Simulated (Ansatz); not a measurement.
Cost and result for the atomization energy of `CC(O)([SiH3])Cl` (12 atoms, 11 bonds).

Cartesian coordinates in Å:
```
C -0.581 -0.693 -1.211
C -0.412 0.275 -0.069
O -0.350 1.553 -0.604
Si 1.049 -0.115 1.097
Cl -1.896 0.136 1.022
H -0.689 -1.713 -0.845
H 0.295 -0.636 -1.861
H -1.466 -0.426 -1.792
H -0.223 2.192 0.105
H 1.113 0.983 2.096
H 2.306 -0.129 0.301
H 0.854 -1.426 1.760
```

Charge 0, multiplicity 1. All single points use the PBE0-D4/def2-TZVP geometry. It is one conformer, not always the lowest. Program: Ansatz. All runs use 4 threads of an Arm Neoverse V1 on a shared host. Times are those of one run each, without the atoms' runs, and a repeat can differ threefold. Electronic energies, without spin–orbit coupling; frozen cores. CCSD(T)/CBS adds CCSD(T) − MP2 in def2-TZVPP to the MP2 limit, and its time is that of the two runs behind it. T1 = 0.011. B3LYP takes the VWN-RPA correlation (the form of Gaussian; ORCA's B3LYP/G).

CCSD(T)/CBS is a level of theory with its own doubt, some kJ/mol a heavy atom from the limit and from the frozen cores, so smaller differences don't rank the functionals.

```csv
level,functions,wall time
LDA (SPW92)/def2-TZVPP,275,1.8 s
revPBE-D4/def2-TZVPP,275,2.8 s
BLYP-D4/def2-TZVPP,275,2.8 s
PBE-D4/def2-TZVPP (with forces),275,4.3 s
CAM-B3LYP-D4/def2-TZVPP,275,5.5 s
B3LYP-D4/def2-TZVPP (with forces),275,7.5 s
r2SCANh-D4/def2-TZVPP,275,8 s
CCSD(T)/def2-SVP,113,8 s
PBE-QIDH/def2-TZVPP,275,11 s
B2PLYP/def2-TZVPP,275,12 s
MP2/def2-QZVPP,521,52 s
CCSD(T)/def2-TZVPP,275,4.7 min
CCSD(T)/CBS(def2),–,5.6 min
```

**Question.** What atomization energy does each give, and how far from CCSD(T)/CBS? (Estimate.)

**Answer.** Computed: 
```json
{"level": "LDA (SPW92)/def2-TZVPP", "atomization (kJ/mol)": "4797.3", "difference from CCSD(T)/CBS": "605.9", "per bond": "55.1"}
{"level": "revPBE-D4/def2-TZVPP", "atomization (kJ/mol)": "4158.8", "difference from CCSD(T)/CBS": "-32.6", "per bond": "-3.0"}
{"level": "BLYP-D4/def2-TZVPP", "atomization (kJ/mol)": "4162.9", "difference from CCSD(T)/CBS": "-28.5", "per bond": "-2.6"}
{"level": "PBE-D4/def2-TZVPP (with forces)", "atomization (kJ/mol)": "4252.8", "difference from CCSD(T)/CBS": "61.4", "per bond": "5.6"}
{"level": "CAM-B3LYP-D4/def2-TZVPP", "atomization (kJ/mol)": "4192.3", "difference from CCSD(T)/CBS": "0.9", "per bond": "0.1"}
{"level": "B3LYP-D4/def2-TZVPP (with forces)", "atomization (kJ/mol)": "4174.0", "difference from CCSD(T)/CBS": "-17.4", "per bond": "-1.6"}
{"level": "r2SCANh-D4/def2-TZVPP", "atomization (kJ/mol)": "4172.1", "difference from CCSD(T)/CBS": "-19.3", "per bond": "-1.8"}
{"level": "CCSD(T)/def2-SVP", "atomization (kJ/mol)": "3952.7", "difference from CCSD(T)/CBS": "-238.7", "per bond": "-21.7"}
{"level": "PBE-QIDH/def2-TZVPP", "atomization (kJ/mol)": "4154.5", "difference from CCSD(T)/CBS": "-36.9", "per bond": "-3.4"}
{"level": "B2PLYP/def2-TZVPP", "atomization (kJ/mol)": "4126.6", "difference from CCSD(T)/CBS": "-64.8", "per bond": "-5.9"}
{"level": "MP2/def2-QZVPP", "atomization (kJ/mol)": "4200.8", "difference from CCSD(T)/CBS": "9.4", "per bond": "0.9"}
{"level": "CCSD(T)/def2-TZVPP", "atomization (kJ/mol)": "4079.5", "difference from CCSD(T)/CBS": "-111.9", "per bond": "-10.2"}
{"level": "CCSD(T)/CBS(def2)", "atomization (kJ/mol)": "4191.4", "difference from CCSD(T)/CBS": "0.0", "per bond": "0.0"}
```

From PBE to PBE0 (25 % exact exchange), in def2-TZVPP and without D4, the atomization energy moves by −63.7 kJ/mol: exact exchange takes away binding that semilocal exchange gives to molecules. The D4 term adds +45.5 kJ/mol with B3LYP and +23.8 kJ/mol with PBE0; it sums over pairs of atoms, weighted by their polarisabilities, and B3LYP, whose exchange is more repulsive, gets the larger term. At CCSD(T), def2-SVP lies −238.7 kJ/mol from the extrapolated value and def2-TZVPP −111.9 kJ/mol: correlation converges slowly with the basis, and small sets miss more of it in the bonded molecule than in its fragments.
